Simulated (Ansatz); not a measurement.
# Worked example: C3H6O + CHBr2F → C2H3FO + C2H4Br2

Species: C3H6O (propylene oxide) `CC1CO1`, singlet; CHBr2F (dibromofluoromethane) `FC(Br)Br`, singlet; C2H3FO `FC1CO1`, singlet; C2H4Br2 (1,1-dibromoethane) `CC(Br)Br`, singlet. The partners trade CH3 for F; both sit on C, so the bond types are kept.

Shapes, held fixed at every level: PBE0-D4/def2-TZVP. Programs: Ansatz 0.2.0. The zero-point and thermal change to 298 K, harmonic and unscaled (PBE0-D4/def2-TZVP), is +0.8 kJ/mol.

At CCSD(T)/def2-TZVPP; 1 Eh = 2625.50 kJ/mol:

| species | energy (Eh) |
| --- | --- |
| C3H6O | -192.795805 |
| CHBr2F | -5283.774106 |
| C2H3FO | -252.692871 |
| C2H4Br2 | -5223.890235 |

Question: Work out ΔH(298 K) of the reaction at this level.

Answer: 
1. Products less reactants: (-252.692871) + (-5223.890235) − [(-192.795805) + (-5283.774106)] = -0.013195 Eh = -34.6 kJ/mol.
2. With the thermal change: -34.6 + (+0.8) = -33.8 kJ/mol.

Other levels give -40.7 (MP2/def2-SVP) to -24.6 kJ/mol (PBE-D4/def2-TZVPP). No measured value is set beside it here. Relativity is left out for Br. Outer-core shells of Br are correlated, in sets that cover them unevenly.
